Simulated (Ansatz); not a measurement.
Harmonic vibrations of CH7BOSSi, SMILES `CSBO[SiH3]` by finite differences.

```yaml
crystal:
  periodic: [false, false, false]
  atoms:
    - {symbol: C, position_ang: [-2.147360, 0.422837, 1.388459]}
    - {symbol: S, position_ang: [-0.479993, 0.705990, 0.748957]}
    - {symbol: B, position_ang: [-0.236836, -0.689581, -0.359932]}
    - {symbol: O, position_ang: [0.918091, -0.841563, -1.045650]}
    - {symbol: Si, position_ang: [2.333851, 0.006358, -1.158906]}
    - {symbol: H, position_ang: [-2.569190, -0.472627, 0.934429]}
    - {symbol: H, position_ang: [-2.102199, 0.298162, 2.469514]}
    - {symbol: H, position_ang: [-2.772719, 1.282294, 1.150554]}
    - {symbol: H, position_ang: [-1.114349, -1.495716, -0.490656]}
    - {symbol: H, position_ang: [2.962841, 0.125287, 0.180422]}
    - {symbol: H, position_ang: [3.215508, -0.755288, -2.072471]}
    - {symbol: H, position_ang: [2.069357, 1.358647, -1.710817]}
basis:
  gaussian: {orbitals: def2-TZVP}
hamiltonian: {xc: pbe0, dispersion: d4}
phonons: {temperatures: {t_min: 298.15, t_max: 900, t_step: 200}}
```

```sh
$ ansatz run in.yaml --threads 4 --pin off --events-out ev --progress --plain --max-ram 10444MiB
```

Shortened log:

```
Functional definition: PBE0
mean field -22580.67836452 eV, -829.8246241625 hartree, gradient 6.8e-5 eV, S^2 0.000000; 0 other end points of the search recorded, 0 dependent functions left out
mean field -22580.67821495 eV, -829.8246186662 hartree, gradient 9.9e-7 eV, S^2 0.000000; 0 other end points of the search recorded, 0 dependent functions left out
mean field -22580.67827846 eV, -829.8246210001 hartree, gradient 2.7e-6 eV, S^2 0.000000; 0 other end points of the search recorded, 0 dependent functions left out
mean field -22580.67820116 eV, -829.8246181592 hartree, gradient 1.2e-6 eV, S^2 0.000000; 0 other end points of the search recorded, 0 dependent functions left out
mean field -22580.67819029 eV, -829.8246177599 hartree, gradient 2.8e-6 eV, S^2 0.000000; 0 other end points of the search recorded, 0 dependent functions left out
mean field -22580.67821404 eV, -829.8246186327 hartree, gradient 2.6e-6 eV, S^2 0.000000; 0 other end points of the search recorded, 0 dependent functions left out
mean field -22580.67819207 eV, -829.8246178252 hartree, gradient 1.2e-6 eV, S^2 0.000000; 0 other end points of the search recorded, 0 dependent functions left out
mean field -22580.67827152 eV, -829.8246207449 hartree, gradient 1.8e-6 eV, S^2 0.000000; 0 other end points of the search recorded, 0 dependent functions left out
mean field -22580.67832453 eV, -829.8246226931 hartree, gradient 2.3e-6 eV, S^2 0.000000; 0 other end points of the search recorded, 0 dependent functions left out
mean field -22580.67832477 eV, -829.8246227018 hartree, gradient 2.6e-6 eV, S^2 0.000000; 0 other end points of the search recorded, 0 dependent functions left out
mean field -22580.67829963 eV, -829.8246217778 hartree, gradient 2.0e-6 eV, S^2 0.000000; 0 other end points of the search recorded, 0 dependent functions left out
mean field -22580.67834822 eV, -829.8246235635 hartree, gradient 2.3e-6 eV, S^2 0.000000; 0 other end points of the search recorded, 0 dependent functions left out
mean field -22580.67830085 eV, -829.8246218228 hartree, gradient 2.2e-6 eV, S^2 0.000000; 0 other end points of the search recorded, 0 dependent functions left out
mean field -22580.67822915 eV, -829.8246191880 hartree, gradient 2.0e-6 eV, S^2 0.000000; 0 other end points of the search recorded, 0 dependent functions left out
mean field -22580.67820656 eV, -829.8246183578 hartree, gradient 1.5e-6 eV, S^2 0.000000; 0 other end points of the search recorded, 0 dependent functions left out
mean field -22580.67826788 eV, -829.8246206112 hartree, gradient 8.9e-7 eV, S^2 0.000000; 0 other end points of the search recorded, 0 dependent functions left out
mean field -22580.67827652 eV, -829.8246209285 hartree, gradient 1.3e-6 eV, S^2 0.000000; 0 other end points of the search recorded, 0 dependent functions left out
mean field -22580.67829260 eV, -829.8246215197 hartree, gradient 1.5e-6 eV, S^2 0.000000; 0 other end points of the search recorded, 0 dependent functions left out
mean field -22580.67829017 eV, -829.8246214302 hartree, gradient 1.5e-6 eV, S^2 0.000000; 0 other end points of the search recorded, 0 dependent functions left out
mean field -22580.67819833 eV, -829.8246180551 hartree, gradient 2.7e-6 eV, S^2 0.000000; 0 other end points of the search recorded, 0 dependent functions left out
mean field -22580.67820950 eV, -829.8246184658 hartree, gradient 2.3e-6 eV, S^2 0.000000; 0 other end points of the search recorded, 0 dependent functions left out
mean field -22580.67831188 eV, -829.8246222280 hartree, gradient 1.1e-6 eV, S^2 0.000000; 0 other end points of the search recorded, 0 dependent functions left out
mean field -22580.67833977 eV, -829.8246232529 hartree, gradient 1.0e-6 eV, S^2 0.000000; 0 other end points of the search recorded, 0 dependent functions left out
mean field -22580.67830768 eV, -829.8246220738 hartree, gradient 1.2e-6 eV, S^2 0.000000; 0 other end points of the search recorded, 0 dependent functions left out
mean field -22580.67832817 eV, -829.8246228267 hartree, gradient 1.3e-6 eV, S^2 0.000000; 0 other end points of the search recorded, 0 dependent functions left out
mean field -22580.67829158 eV, -829.8246214821 hartree, gradient 1.0e-6 eV, S^2 0.000000; 0 other end points of the search recorded, 0 dependent functions left out
mean field -22580.67820478 eV, -829.8246182921 hartree, gradient 1.3e-6 eV, S^2 0.000000; 0 other end points of the search recorded, 0 dependent functions left out
mean field -22580.67827054 eV, -829.8246207087 hartree, gradient 2.7e-6 eV, S^2 0.000000; 0 other end points of the search recorded, 0 dependent functions left out
mean field -22580.67825307 eV, -829.8246200668 hartree, gradient 2.8e-6 eV, S^2 0.000000; 0 other end points of the search recorded, 0 dependent functions left out
mean field -22580.67824649 eV, -829.8246198250 hartree, gradient 2.1e-6 eV, S^2 0.000000; 0 other end points of the search recorded, 0 dependent functions left out
mean field -22580.67828318 eV, -829.8246211733 hartree, gradient 2.1e-6 eV, S^2 0.000000; 0 other end points of the search recorded, 0 dependent functions left out
mean field -22580.67833516 eV, -829.8246230836 hartree, gradient 1.1e-6 eV, S^2 0.000000; 0 other end points of the search recorded, 0 dependent functions left out
mean field -22580.67833944 eV, -829.8246232409 hartree, gradient 1.3e-6 eV, S^2 0.000000; 0 other end points of the search recorded, 0 dependent functions left out
mean field -22580.67829250 eV, -829.8246215158 hartree, gradient 1.8e-6 eV, S^2 0.000000; 0 other end points of the search recorded, 0 dependent functions left out
mean field -22580.67828421 eV, -829.8246212112 hartree, gradient 2.0e-6 eV, S^2 0.000000; 0 other end points of the search recorded, 0 dependent functions left out
mean field -22580.67834069 eV, -829.8246232867 hartree, gradient 1.3e-6 eV, S^2 0.000000; 0 other end points of the search recorded, 0 dependent functions left out
mean field -22580.67832780 eV, -829.8246228133 hartree, gradient 1.3e-6 eV, S^2 0.000000; 0 other end points of the search recorded, 0 dependent functions left out
mean field -22580.67834773 eV, -829.8246235456 hartree, gradient 1.3e-6 eV, S^2 0.000000; 0 other end points of the search recorded, 0 dependent functions left out
mean field -22580.67835088 eV, -829.8246236613 hartree, gradient 1.1e-6 eV, S^2 0.000000; 0 other end points of the search recorded, 0 dependent functions left out
mean field -22580.67835406 eV, -829.8246237783 hartree, gradient 9.7e-7 eV, S^2 0.000000; 0 other end points of the search recorded, 0 dependent functions left out
mean field -22580.67834531 eV, -829.8246234567 hartree, gradient 9.5e-7 eV, S^2 0.000000; 0 other end points of the search recorded, 0 dependent functions left out
mean field -22580.67825886 eV, -829.8246202796 hartree, gradient 1.9e-6 eV, S^2 0.000000; 0 other end points of the search recorded, 0 dependent functions left out
mean field -22580.67826211 eV, -829.8246203989 hartree, gradient 1.9e-6 eV, S^2 0.000000; 0 other end points of the search recorded, 0 dependent functions left out
mean field -22580.67832299 eV, -829.8246226363 hartree, gradient 1.3e-6 eV, S^2 0.000000; 0 other end points of the search recorded, 0 dependent functions left out
mean field -22580.67831942 eV, -829.8246225051 hartree, gradient 1.4e-6 eV, S^2 0.000000; 0 other end points of the search recorded, 0 dependent functions left out
mean field -22580.67828816 eV, -829.8246213565 hartree, gradient 1.5e-6 eV, S^2 0.000000; 0 other end points of the search recorded, 0 dependent functions left out
mean field -22580.67829715 eV, -829.8246216867 hartree, gradient 1.6e-6 eV, S^2 0.000000; 0 other end points of the search recorded, 0 dependent functions left out
mean field -22580.67834998 eV, -829.8246236281 hartree, gradient 1.0e-6 eV, S^2 0.000000; 0 other end points of the search recorded, 0 dependent functions left out
mean field -22580.67834124 eV, -829.8246233071 hartree, gradient 1.0e-6 eV, S^2 0.000000; 0 other end points of the search recorded, 0 dependent functions left out
mean field -22580.67831158 eV, -829.8246222170 hartree, gradient 2.2e-6 eV, S^2 0.000000; 0 other end points of the search recorded, 0 dependent functions left out
mean field -22580.67832983 eV, -829.8246228878 hartree, gradient 2.3e-6 eV, S^2 0.000000; 0 other end points of the search recorded, 0 dependent functions left out
mean field -22580.67831625 eV, -829.8246223886 hartree, gradient 1.8e-6 eV, S^2 0.000000; 0 other end points of the search recorded, 0 dependent functions left out
mean field -22580.67833847 eV, -829.8246232052 hartree, gradient 2.0e-6 eV, S^2 0.000000; 0 other end points of the search recorded, 0 dependent functions left out
mean field -22580.67834877 eV, -829.8246235839 hartree, gradient 2.4e-6 eV, S^2 0.000000; 0 other end points of the search recorded, 0 dependent functions left out
mean field -22580.67836218 eV, -829.8246240768 hartree, gradient 2.4e-6 eV, S^2 0.000000; 0 other end points of the search recorded, 0 dependent functions left out
mean field -22580.67835660 eV, -829.8246238716 hartree, gradient 2.4e-6 eV, S^2 0.000000; 0 other end points of the search recorded, 0 dependent functions left out
mean field -22580.67834122 eV, -829.8246233062 hartree, gradient 2.1e-6 eV, S^2 0.000000; 0 other end points of the search recorded, 0 dependent functions left out
mean field -22580.67835645 eV, -829.8246238660 hartree, gradient 2.2e-6 eV, S^2 0.000000; 0 other end points of the search recorded, 0 dependent functions left out
mean field -22580.67835887 eV, -829.8246239551 hartree, gradient 2.1e-6 eV, S^2 0.000000; 0 other end points of the search recorded, 0 dependent functions left out
mean field -22580.67831145 eV, -829.8246222123 hartree, gradient 2.8e-6 eV, S^2 0.000000; 0 other end points of the search recorded, 0 dependent functions left out
mean field -22580.67832350 eV, -829.8246226550 hartree, gradient 1.8e-6 eV, S^2 0.000000; 0 other end points of the search recorded, 0 dependent functions left out
mean field -22580.67834247 eV, -829.8246233524 hartree, gradient 2.6e-6 eV, S^2 0.000000; 0 other end points of the search recorded, 0 dependent functions left out
mean field -22580.67833704 eV, -829.8246231526 hartree, gradient 1.9e-6 eV, S^2 0.000000; 0 other end points of the search recorded, 0 dependent functions left out
mean field -22580.67834549 eV, -829.8246234634 hartree, gradient 2.0e-6 eV, S^2 0.000000; 0 other end points of the search recorded, 0 dependent functions left out
mean field -22580.67834279 eV, -829.8246233639 hartree, gradient 2.3e-6 eV, S^2 0.000000; 0 other end points of the search recorded, 0 dependent functions left out
mean field -22580.67833770 eV, -829.8246231769 hartree, gradient 1.7e-6 eV, S^2 0.000000; 0 other end points of the search recorded, 0 dependent functions left out
mean field -22580.67833980 eV, -829.8246232540 hartree, gradient 1.3e-6 eV, S^2 0.000000; 0 other end points of the search recorded, 0 dependent functions left out
mean field -22580.67836568 eV, -829.8246242051 hartree, gradient 1.7e-6 eV, S^2 0.000000; 0 other end points of the search recorded, 0 dependent functions left out
mean field -22580.67834609 eV, -829.8246234852 hartree, gradient 2.2e-6 eV, S^2 0.000000; 0 other end points of the search recorded, 0 dependent functions left out
mean field -22580.67831536 eV, -829.8246223561 hartree, gradient 9.2e-7 eV, S^2 0.000000; 0 other end points of the search recorded, 0 dependent functions left out
mean field -22580.67831838 eV, -829.8246224669 hartree, gradient 2.0e-6 eV, S^2 0.000000; 0 other end points of the search recorded, 0 dependent functions left out
mean field -22580.67834848 eV, -829.8246235730 hartree, gradient 1.5e-6 eV, S^2 0.000000; 0 other end points of the search recorded, 0 dependent functions left out
mean field -22580.67835404 eV, -829.8246237773 hartree, gradient 1.5e-6 eV, S^2 0.000000; 0 other end points of the search recorded, 0 dependent functions left out
Total energy: -22580.90357505 eV, -829.8329004969 hartree
Atom 0 at    -2.147360     0.422837     1.388459 Å, force    -0.002708     0.000367    -0.001612 eV/Å
Atom 1 at    -0.479993     0.705990     0.748957 Å, force     0.001597    -0.000490    -0.000599 eV/Å
Atom 2 at    -0.236836    -0.689581    -0.359932 Å, force     0.004551     0.003297     0.004084 eV/Å
Atom 3 at     0.918091    -0.841563    -1.045650 Å, force    -0.004213    -0.000031     0.000781 eV/Å
Atom 4 at     2.333851     0.006358    -1.158906 Å, force     0.001504     0.002148    -0.000332 eV/Å
Atom 5 at    -2.569190    -0.472627     0.934429 Å, force     0.000976     0.000941     0.001077 eV/Å
Atom 6 at    -2.102199     0.298162     2.469514 Å, force     0.000711     0.000894    -0.002458 eV/Å
Atom 7 at    -2.772719     1.282294     1.150554 Å, force     0.002228    -0.002987     0.000516 eV/Å
Atom 8 at    -1.114349    -1.495716    -0.490656 Å, force    -0.003892    -0.003248    -0.001716 eV/Å
Atom 9 at     2.962841     0.125287     0.180422 Å, force    -0.000862    -0.000199    -0.000910 eV/Å
Atom 10 at     3.215508    -0.755288    -2.072471 Å, force    -0.000263     0.000171     0.000022 eV/Å
Atom 11 at     2.069357     1.358647    -1.710817 Å, force     0.000371    -0.000865     0.001148 eV/Å
Dipole moment:    -0.175041     0.037190     0.115164 e Å
Vibrations: 38.05 63.99 82.01 86.84 220.21 244.50 407.28 719.98 724.15 735.13 749.57 815.27 824.19 949.72 953.01 964.06 983.14 984.39 1128.19 1347.23 1357.68 1463.44 1478.63 2235.99 2239.73 2258.39 2604.80 3071.22 3162.67 3170.51 cm⁻¹, zero-point energy 2.235681 eV
```

Run time 2.8 min (4 threads of an Arm Neoverse V1 on a shared host); peak host memory 0.58 GiB.
